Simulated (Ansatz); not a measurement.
C3H9NOSi, SMILES `C=C[SiH](N)OC` at its PBE0-D4/def2-TZVP geometry, where that method's forces vanish. The species carries charge 0 and has multiplicity 1.

| atom | x (Å) | y (Å) | z (Å) |
| --- | --- | --- | --- |
| C1 | -0.670 | 2.153 | 0.000 |
| C2 | 0.337 | 1.495 | 0.569 |
| Si3 | 1.049 | -0.064 | -0.152 |
| N4 | 1.435 | -1.081 | 1.166 |
| O5 | -0.003 | -0.686 | -1.258 |
| C6 | -1.218 | -1.306 | -0.918 |
| H7 | -1.073 | 3.074 | 0.413 |
| H8 | -1.130 | 1.798 | -0.918 |
| H9 | 0.767 | 1.906 | 1.482 |
| H10 | 2.279 | 0.159 | -0.946 |
| H11 | 1.994 | -1.911 | 1.061 |
| H12 | 0.885 | -1.100 | 2.008 |
| H13 | -1.913 | -0.606 | -0.440 |
| H14 | -1.680 | -1.682 | -1.833 |
| H15 | -1.059 | -2.150 | -0.237 |

**Question.** For each bond, give half the difference of the two atoms' forces along it (eV/Å; positive pushes the atoms apart) under PBE-D4, r2SCAN-D4, B3LYP-D4, ωB97M-V in def2-TZVPP. (Estimate.)

**Answer.** Computed: 
```tsv
bond	length (Å)	PBE-D4	r2SCAN-D4	B3LYP-D4	ωB97M-V
C1–C2	1.331	0.36	0.20	0.12	0.03
C1–H7	1.087	0.01	-0.07	-0.09	-0.06
C1–H8	1.087	0.03	-0.04	-0.08	-0.05
C2–Si3	1.859	-0.19	-0.08	0.02	0.04
C2–H9	1.090	0.05	-0.02	-0.08	-0.07
Si3–N4	1.709	0.00	-0.01	0.08	0.09
Si3–O5	1.648	0.24	-0.03	0.02	0.00
Si3–H10	1.481	0.02	-0.03	-0.18	-0.21
N4–H11	1.006	0.18	0.01	-0.02	-0.03
N4–H12	1.006	0.19	0.03	-0.01	-0.02
O5–C6	1.406	0.25	0.30	0.30	0.27
C6–H13	1.096	0.08	-0.06	-0.09	-0.10
C6–H14	1.092	0.08	-0.06	-0.12	-0.11
C6–H15	1.096	0.08	-0.05	-0.09	-0.11
```

B3LYP here is the variant with VWN-RPA as its local correlation; programs differ in this.
